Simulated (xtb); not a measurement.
xtb input:

```bash
xtb mol.xyz --gfn 1 --sp --chrg 1 --uhf 0
```
mol.xyz:
```
9

N     -0.54945818    -1.21299230     0.57833786
B      0.08710283    -0.14646975    -0.00934855
O      1.25822589     0.07138348    -0.60581280
O     -0.67238714     1.16297053    -0.02436673
H     -0.10337148    -2.11344910     0.66779744
H     -1.50191266    -1.21990897     0.90757189
H      1.86258953    -0.65720027    -0.78473721
H     -1.33564697     1.40808817     0.64114636
H     -0.19767542     1.93093289    -0.39196466
```

Predict the final energy.

-16.34882 Eh (GFN1-xTB).

It need not be the lowest isomer of its formula.
